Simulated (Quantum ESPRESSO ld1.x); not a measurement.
Results of a calculation; reference values are marked as such.
Question: The mean radii <r> (bohr) of the occupied orbitals of an atom or ion are listed with their occupations. Code: ld1.x of Quantum ESPRESSO 7.5. Model: Dirac Kohn-Sham, LDA (Slater exchange, Perdew-Zunger correlation), spin-unpolarised, spherical densities, point nucleus.

| orbital | occ. | <r> |
|---|---|---|
| 1s1/2 | 2 | 0.02075 |
| 2s1/2 | 2 | 0.08758 |
| 2p1/2 | 2 | 0.07293 |
| 2p3/2 | 4 | 0.08009 |
| 3s1/2 | 2 | 0.2296 |
| 3p1/2 | 2 | 0.2193 |
| 3p3/2 | 4 | 0.2328 |
| 3d3/2 | 4 | 0.2054 |
| 3d5/2 | 6 | 0.2096 |
| 4s1/2 | 2 | 0.5178 |
| 4p1/2 | 2 | 0.5270 |
| 4p3/2 | 4 | 0.5577 |
| 4d3/2 | 4 | 0.5851 |
| 4d5/2 | 6 | 0.5957 |
| 5s1/2 | 2 | 1.181 |
| 5p1/2 | 2 | 1.272 |
| 5p3/2 | 1 | 1.338 |
| 4f5/2 | 6 | 0.7120 |
| 4f7/2 | 3 | 0.7194 |

Name the element and its charge. Open shells, if any, fill j = l - 1/2 first.

Answer: Z = 67, holmium, charge +7: Ho7+ in [Kr] 4d10 4f9 5s2 5p3. The 1s radius gives Z: for a bare nucleus <r> = (2 gamma + 1)/(2Z) with gamma = sqrt(1 - (Z/c)^2), 0.02048 bohr for Z = 67, and screening makes it slightly larger (0.02075 here). The occupations add up to 60, and the charge is Z minus that.
